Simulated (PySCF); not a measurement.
**Relaxation of singlet IS₃⁻**

These are results of B3LYP/[I def2-SVPD with ECP28, S def2-SVPD], scalar-relativistic core potentials, density fitting, no spin–orbit coupling, PySCF, not measurements. A (50,194) grid was used.

A start displaced from a saddle point along its imaginary mode, of Cs symmetry, held to at least that symmetry:

```xyz
4
charge -1 multiplicity 1, angstrom
I     0.0000   -0.0800   -0.1213
S     0.0000    0.0775    2.2678
S     2.3891    0.1200   -0.8931
S    -2.3891    0.1200   -0.8931
```

Question: What forces act on the atoms at the start (eV/Å)?

Answer: 
| atom | Fx | Fy | Fz |
| --- | --- | --- | --- |
| I1 | 0.00 | -1.55 | 0.18 |
| S2 | 0.00 | 0.37 | -0.22 |
| S3 | -0.53 | 0.59 | 0.02 |
| S4 | 0.53 | 0.59 | 0.02 |

Question: What does it relax to?

Answer: It ends at C3v with I–S 2.368 Å (×3); S–I–S 109.7° (×3). A frequency run shows a minimum. Other isomers or separated fragments may lie lower.

Question: How much energy is released, and in how many steps?

Answer: 90.8 kJ/mol in 7 steps.

The relaxation took roughly 50 core-seconds on a shared host.
